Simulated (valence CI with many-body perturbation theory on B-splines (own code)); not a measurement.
# Energy levels of Pb LXXV

Computed by relativistic CI+MBPT: six valence electrons over a frozen Dirac-Fock core [He], a basis of 9 s, 9 p, 8 d, 6 f, 3 g, 1 h functions for each j, with the one-electron correlation potential Σ1, the two-electron term Σ2, the three-electron term Σ3, Breit, model QED; selected CI, second order for the rest, scaled by the run's own slope (own B-spline code, finite nucleus).

No measured spectrum was set against this ion. As an estimate, large intervals hold to a few tenths of a per cent, small ones and those within an open d or f shell to about a per cent. Among the levels kept, up to 1900 cm⁻¹ of a level comes from second order outside the variational space, and about a tenth of that is noise between levels of different J, which matters for small intervals.

Levels 1 to 45 of 50, with energies above the lowest level, (2s^2 2p1/2^2 2p3/2^2) J=2. "Leading %" is the weight of the configuration and term that name the level; weights of strongly mixed levels are sums over their largest components and can fall short, so below about 35 % the name and the second component can differ from the true leading terms, or belong to a minority configuration. In the jj column 3d3/2^4 stands for four electrons in 3d with j = 3/2. Lifetimes count E1, E2, E3, M1 and M2 decay at the calculated energies, and are blank where another channel may lead or the interval is too uncertain; long ones can be off by a factor of two.

```
No.  Configuration  Term  J  E (Ry)  Leading %     Second component  Lifetime                        Leading jj
  1        2s2.2p4    3P  2    0.00         68      32 % 2s2.2p4 1D                2s^2 2p1/2^2 2p3/2^2 (100 %)
  2        2s2.2p4    1S  0    5.24         66      34 % 2s2.2p4 3P   8.38 ms      2s^2 2p1/2^2 2p3/2^2 (100 %)
  3        2s2.2p4    3P  1  166.25        100                        8.39 ps        2s^2 2p1/2 2p3/2^3 (100 %)
  4        2s2.2p4    1D  2  167.61         68      32 % 2s2.2p4 3P   18.9 ps        2s^2 2p1/2 2p3/2^3 (100 %)
  5         2s.2p5   3P°  2  201.50        100                        36.5 fs        2s 2p1/2^2 2p3/2^3 (100 %)
  6         2s.2p5   1P°  1  208.69         64      36 % 2s.2p5 3P°   14.9 fs        2s 2p1/2^2 2p3/2^3 (100 %)
  7        2s2.2p4    3P  0  336.34         65      34 % 2s2.2p4 1S   2.61 ps              2s^2 2p3/2^4 (100 %)
  8         2s.2p5   3P°  0  368.84        100                        18.3 fs          2s 2p1/2 2p3/2^4 (100 %)
  9         2s.2p5   3P°  1  371.84         64      36 % 2s.2p5 1P°   17.2 fs          2s 2p1/2 2p3/2^4 (100 %)
 10            2p6    1S  0  413.31         99                        9.04 fs            2p1/2^2 2p3/2^4 (99 %)
 11     2s2.2p3.3s   3P°  2  781.25         49  24 % 2s2.2p3.3s 5S°   5.20 fs     2s^2 2p1/2^2 2p3/2 3s (100 %)
 12     2s2.2p3.3s   1P°  1  782.01         33  28 % 2s2.2p3.3s 3D°   2.23 fs     2s^2 2p1/2^2 2p3/2 3s (100 %)
 13     2s2.2p3.3p    3P  1  791.87         33   19 % 2s2.2p3.3p 5P    361 fs  2s^2 2p1/2^2 2p3/2 3p1/2 (100 %)
 14     2s2.2p3.3p    3D  2  791.94         26   20 % 2s2.2p3.3p 3F    221 fs  2s^2 2p1/2^2 2p3/2 3p1/2 (100 %)
 15     2s2.2p3.3p    3D  3  839.56         51   24 % 2s2.2p3.3p 5P    161 fs  2s^2 2p1/2^2 2p3/2 3p3/2 (100 %)
 16     2s2.2p3.3p    3P  1  839.62         34   27 % 2s2.2p3.3p 1P    162 fs  2s^2 2p1/2^2 2p3/2 3p3/2 (100 %)
 17     2s2.2p3.3p    3P  2  842.07         45   17 % 2s2.2p3.3p 1D    171 fs  2s^2 2p1/2^2 2p3/2 3p3/2 (100 %)
 18     2s2.2p3.3p    3P  0  844.32         69   31 % 2s2.2p3.3p 1S   93.1 fs  2s^2 2p1/2^2 2p3/2 3p3/2 (100 %)
 19     2s2.2p3.3d   3D°  2  849.65         33  19 % 2s2.2p3.3d 3F°   4.27 fs  2s^2 2p1/2^2 2p3/2 3d3/2 (100 %)
 20     2s2.2p3.3d   3F°  3  850.30         27  22 % 2s2.2p3.3d 3G°   14.5 fs   2s^2 2p1/2^2 2p3/2 3d3/2 (99 %)
 21     2s2.2p3.3d   3D°  1  850.64         36  27 % 2s2.2p3.3d 3P°   1.58 fs  2s^2 2p1/2^2 2p3/2 3d3/2 (100 %)
 22     2s2.2p3.3d   3P°  0  851.06         65  24 % 2s2.2p3.3d 5D°    326 fs  2s^2 2p1/2^2 2p3/2 3d3/2 (100 %)
 23     2s2.2p3.3d   3F°  4  861.32         52  24 % 2s2.2p3.3d 5D°   2.76 ps  2s^2 2p1/2^2 2p3/2 3d5/2 (100 %)
 24     2s2.2p3.3d   3D°  2  862.31         34  22 % 2s2.2p3.3d 3P°    632 as  2s^2 2p1/2^2 2p3/2 3d5/2 (100 %)
 25     2s2.2p3.3d   3D°  3  863.58         48  16 % 2s2.2p3.3d 1F°    282 as   2s^2 2p1/2^2 2p3/2 3d5/2 (99 %)
 26     2s2.2p3.3d   3D°  1  864.72         31  29 % 2s2.2p3.3d 1P°    419 as  2s^2 2p1/2^2 2p3/2 3d5/2 (100 %)
 27     2s2.2p3.3s   5S°  2  946.32         55  35 % 2s2.2p3.3s 3D°   9.48 fs     2s^2 2p1/2 2p3/2^2 3s (100 %)
 28     2s2.2p3.3s   3S°  1  947.35         56  44 % 2s2.2p3.3s 3D°   2.12 fs     2s^2 2p1/2 2p3/2^2 3s (100 %)
 29     2s2.2p3.3s   3D°  3  948.11        100                        7.33 fs     2s^2 2p1/2 2p3/2^2 3s (100 %)
 30     2s2.2p3.3s   1D°  2  948.88         67  32 % 2s2.2p3.3s 3D°   2.32 fs     2s^2 2p1/2 2p3/2^2 3s (100 %)
 31     2s2.2p3.3s   3P°  0  952.85        100                        5.05 fs     2s^2 2p1/2 2p3/2^2 3s (100 %)
 32     2s2.2p3.3s   3P°  1  953.11         67  33 % 2s2.2p3.3s 1P°   3.71 fs     2s^2 2p1/2 2p3/2^2 3s (100 %)
 33     2s2.2p3.3p    5P  1  956.63         46   22 % 2s2.2p3.3p 3D    671 fs  2s^2 2p1/2 2p3/2^2 3p1/2 (100 %)
 34     2s2.2p3.3p    3F  2  957.22         34   21 % 2s2.2p3.3p 5P    376 fs  2s^2 2p1/2 2p3/2^2 3p1/2 (100 %)
 35     2s2.2p3.3p    3F  3  958.40         44   33 % 2s2.2p3.3p 1F    277 fs  2s^2 2p1/2 2p3/2^2 3p1/2 (100 %)
 36     2s2.2p3.3p    3P  2  962.05         50   22 % 2s2.2p3.3p 1D    212 fs  2s^2 2p1/2 2p3/2^2 3p1/2 (100 %)
 37     2s2.2p3.3p    3D  1  962.98         74   22 % 2s2.2p3.3p 1P    336 fs  2s^2 2p1/2 2p3/2^2 3p1/2 (100 %)
 38     2s2.2p3.3p    3P  0  967.21         65   34 % 2s2.2p3.3p 1S    216 fs  2s^2 2p1/2 2p3/2^2 3p1/2 (100 %)
 39      2s.2p4.3s    5P  3  976.67         69    31 % 2s.2p4.3s 3D   13.8 fs      2s 2p1/2^2 2p3/2^2 3s (99 %)
 40      2s.2p4.3s    3P  2  979.27         58    18 % 2s.2p4.3s 3D   2.54 fs      2s 2p1/2^2 2p3/2^2 3s (99 %)
 41      2s.2p4.3s    3S  1  986.07         65    21 % 2s.2p4.3s 5P   4.44 fs      2s 2p1/2^2 2p3/2^2 3s (99 %)
 42      2s.2p4.3s    3D  1  986.70         34    34 % 2s.2p4.3s 1P   2.20 fs      2s 2p1/2^2 2p3/2^2 3s (99 %)
 43      2s.2p4.3s    3P  2  987.30         57    19 % 2s.2p4.3s 1D   8.29 fs      2s 2p1/2^2 2p3/2^2 3s (99 %)
 44      2s.2p4.3p   5P°  2  987.91         29   18 % 2s.2p4.3p 5S°   3.07 fs  2s 2p1/2^2 2p3/2^2 3p1/2 (100 %)
 45      2s.2p4.3p   3D°  3  987.96         41   23 % 2s.2p4.3p 5D°   1.26 fs  2s 2p1/2^2 2p3/2^2 3p1/2 (100 %)
```

The ionisation energy to 2s2.2p3 2P°_3/2 of the next ion comes out as 20378 eV (NIST: 20380 ± 90 eV (theoretical)). All 50 levels together are meant to be complete up to 1000.53 Ry.
